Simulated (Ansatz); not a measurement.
Reaction (cleavage of the Si–B bond): `[SiH3]B([SiH3])[SiH3]` + `OC[TeH]` → `[SiH3]OC[TeH]` + `[SiH3]B[SiH3]`

Isolated molecules relaxed with PBE0-D4/def2-TZVP in Ansatz; ΔE leaves out vibrations. CCSD(T)/CBS is the MP2 limit (def2-TZVPP, def2-QZVPP) plus CCSD(T) − MP2 in def2-TZVPP, frozen cores. Functionals use def2-TZVPP. Elements past krypton have def2 core potentials. For Te outer-core shells are correlated without core-valence functions, which leaves a few kJ/mol of doubt a bond. One conformer a species, not always the lowest.

`[SiH3]B([SiH3])[SiH3]`:

Cartesian coordinates in Å:
```
Si 0.123 0.359 -1.977
B 0.026 -0.051 -0.022
Si -1.224 -1.429 0.711
Si 1.133 1.023 1.249
H 1.426 0.945 -2.394
H -0.196 -0.785 -2.874
H -0.929 1.406 -2.167
H -0.791 -1.985 2.023
H -2.492 -0.667 0.937
H -1.522 -2.559 -0.211
H 0.558 1.145 2.617
H 2.392 0.218 1.349
H 1.496 2.381 0.758
```

`OC[TeH]`:

Cartesian coordinates in Å:
```
O 0.747 -0.957 -0.849
C -0.201 -0.548 0.079
Te -1.073 1.414 -0.290
H 1.460 -0.312 -0.875
H 0.174 -0.508 1.105
H -1.033 -1.248 0.028
H -0.074 2.161 0.803
```

`[SiH3]OC[TeH]`:

```xyz
10

Si   -0.086    1.126   -1.018
O    -1.005    0.345    0.111
C    -0.497   -0.507    1.080
Te    0.263   -2.416    0.362
H    -0.962    2.174   -1.586
H     0.378    0.203   -2.084
H     1.105    1.730   -0.356
H    -1.301   -0.781    1.763
H     0.321   -0.057    1.648
H     1.784   -1.817    0.081
```

`[SiH3]B[SiH3]`:

```xyz
10

Si    0.413   -0.279    1.716
B    -0.575    0.484    0.146
Si   -0.095    0.167   -1.776
H    -0.303   -1.551    2.040
H     0.357    0.592    2.923
H     1.835   -0.615    1.438
H    -1.592    1.077    0.369
H    -0.933   -0.998   -2.197
H     1.331   -0.193   -1.999
H    -0.440    1.316   -2.659
```

```tsv
level	ΔE (kJ/mol)
r2SCAN	-75.6
HF/def2-TZVPP	-107.5
MP2/def2-TZVPP	-91.7
CCSD/def2-TZVPP	-87.6
CCSD(T)/def2-TZVPP	-84.4
HF/def2-QZVPP	-109.3
MP2/def2-QZVPP	-92.2
CCSD/CBS(def2)	-87.5
```

What does CCSD(T)/CBS give? (An estimate is asked.)

Computed: -84.2 kJ/mol. The listed levels differ from it by 8.6, -23.3, -7.5, -3.4, -0.2, -25.1, -8.0, -3.3 kJ/mol.

Largest T1 diagnostic among the species: 0.015.

In def2-TZVPP, CCSD(T) changes the Hartree–Fock value by +23.1 kJ/mol (the triples alone add +3.2 kJ/mol) and MP2 by +15.8 kJ/mol. From PBE to PBE0 (25 % exact exchange), in def2-TZVPP and without D4, ΔE moves by −7.3 kJ/mol.
